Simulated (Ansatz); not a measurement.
Reaction (substitution at a C–Ge bond): `[CH3][GeH3]` + `[SiH3]OBS` → `CSBO[SiH3]` + GeH₄

Calculated with Ansatz (gas phase, PBE0-D4/def2-TZVP geometries, no zero-point term in ΔE). CCSD(T)/CBS adds triple-zeta CCSD(T) − MP2 to the extrapolated MP2 energy (def2 sets, frozen cores). DFT in def2-TZVPP. B3LYP here is the variant with VWN-RPA as its local correlation; programs differ in this. HSE06 is defined as in plane-wave codes. For Ge outer-core shells are correlated without core-valence functions, which leaves a few kJ/mol of doubt a bond. Scalar relativity is left out up to krypton. Each species was taken in one conformer, which may not be the lowest.

| level | ΔE (kJ/mol) | difference from CCSD(T)/CBS |
| --- | --- | --- |
| revPBE-D4 | 28.7 | -8.7 |
| r2SCANh-D4 | 33.9 | -3.5 |
| r2SCAN0-D4 | 34.8 | -2.6 |
| HSE06-D4 | 33.3 | -4.1 |
| BHLYP-D4 | 35.6 | -1.8 |
| B2PLYP | 36.7 | -0.7 |
| PBE | 32.3 | -5.1 |
| PBE0 | 34.4 | -3.0 |
| B3LYP | 35.5 | -1.9 |
| r2SCANh | 34.5 | -2.9 |
| HSE06 | 34.4 | -3.0 |
| BHLYP | 37.0 | -0.4 |
| CCSD(T)/def2-SVP | 33.4 | -4.0 |
| MP2/def2-TZVPP | 39.6 | 2.2 |
| SCS-MP2/def2-QZVPP | 37.3 | -0.1 |
| CCSD/CBS(def2) | 38.9 | 1.5 |
| CCSD(T)/CBS | 37.4 | 0 |

Largest T1 diagnostic among the species: 0.013.

At CCSD(T), def2-SVP lies −4.0 kJ/mol from the extrapolated value and def2-TZVPP +1.3 kJ/mol. Leaving LDA and LC-ωPBE aside and taking each functional with its dispersion term where it has one, the values, not all of them listed here, spread over 8.2 kJ/mol, from revPBE-D4 to PBE-QIDH.
